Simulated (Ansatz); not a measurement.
A nudged elastic band was laid between two geometries of ClGaH$_{5}$N (8 atoms, charge 0, multiplicity 1).

Level of theory: RHF/def2-SVP in Ansatz 0.2.0.

```
movable images  : 9
climbing image  : yes
spring          : 5.0 eV/Å²
optimiser       : quadratic models (default)
start path      : through a guess of the saddle point
force threshold : 0.03 eV/Å
iteration limit : 60
end points      : relaxed
```

First end point:

```xyz
8
Properties=species:S:1:pos:R:3
Ga -0.008 -0.007 0.163
H -0.112 0.882 1.457
Cl 1.969 0.127 -0.861
H -1.205 -0.315 -0.811
N 0.380 -1.971 0.997
H -0.256 -2.675 0.657
H 1.310 -2.226 0.699
H 0.360 -1.993 2.004
```

Last end point:

```xyz
8
Properties=species:S:1:pos:R:3
Ga 0.210 -0.697 -0.952
H -0.104 -0.262 3.673
Cl 2.047 0.227 -1.637
H -1.146 -0.271 -1.575
N 0.420 -1.932 0.347
H -0.327 -2.473 0.738
H 1.308 -2.214 0.712
H 0.029 -0.556 2.999
```

Which bonds break or form, and what moves?

Bonds broken: Ga1–H2, N5–H8. Bonds formed: H2–H8. ClGaH5N becomes ClGaH3N + H2.

Give the energies along the band, and the barrier.

It converged. The highest image is number 3 of 0 to 10, 2.41 eV above the first end and 1.42 eV above the last; the last end lies 1.00 eV above the first. Neighbouring images differ by up to 1.6 eV, so the band resolves the path poorly. A vibrational analysis at the climbing image gives one clearly imaginary mode, 1825i cm⁻¹: a first-order saddle point. The orbitals stay closed-shell, which can raise the energy where a bond breaks towards radicals; this wasn't checked here.

```
image  path coordinate (Å)  energy (eV)  Ga1–H2 (Å)  N5–H8 (Å)  H2–H8 (Å)
    0                 0.00         0.00        1.57       1.01       2.96
    1                 0.57         0.13        1.58       1.01       2.33
    2                 1.14         0.77        1.64       1.03       1.64
    3                 1.71         2.41        1.87       1.41       0.99
    4                 2.28         1.50        2.26       2.01       0.76
    5                 2.85         1.11        2.72       2.56       0.75
    6                 3.42         1.03        3.15       3.02       0.75
    7                 4.00         1.01        3.65       3.25       0.75
    8                 4.57         1.01        4.01       3.14       0.75
    9                 5.14         1.00        4.34       3.05       0.75
   10                 5.71         1.00        4.66       3.01       0.75
```

What is the geometry of the highest image?


```xyz
8
Properties=species:S:1:pos:R:3:forces:R:3
Ga 0.086 -0.384 -0.099 -0.01 -0.02 0.00
H 0.023 0.070 1.710 0.00 0.00 0.00
Cl 1.940 0.427 -0.888 0.01 0.00 0.00
H -1.286 -0.121 -0.780 0.00 0.00 0.00
N 0.405 -2.043 0.891 0.01 0.01 0.01
H -0.258 -2.801 0.877 0.00 0.01 0.00
H 1.339 -2.419 0.905 0.00 -0.01 0.00
H 0.191 -0.907 1.689 0.00 -0.01 0.00
```

The run took 4.2 min on 1 thread of Arm Neoverse V1, on a shared host, peak memory 0.19 GiB.
